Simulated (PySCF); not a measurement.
**Excitation energy of Co+ by level of theory**

Co+ [Ar] 3d8 (3F) → Co+ [Ar] 3d7 4s1 (5F), as a difference of total energies. Calculation: PySCF 2.14, in x2c-TZVPPall with one added diffuse shell each of s, p, d, f type (7s6p5d3f1g, 80 functions); the spin-free X2C one-electron Hamiltonian (Gaussian nucleus). Correlated levels: valence: [Ar] frozen. The calculations carry no spin-orbit coupling.

Problem. Order these methods by the excitation energy they give, lowest first.
A. MP2 (valence)
B. SCS-MP2 (valence)
C. UHF
D. CCSD(T) (valence)

Solution. C (-12122 cm⁻¹), D (1040.9 cm⁻¹), A (4144.5 cm⁻¹), B (4983.5 cm⁻¹).

Errors of the correlated levels include the incompleteness of this basis and the frozen core.

For comparison: 3457.5 cm⁻¹ (measured; NIST levels, between the centres of gravity of the two terms).
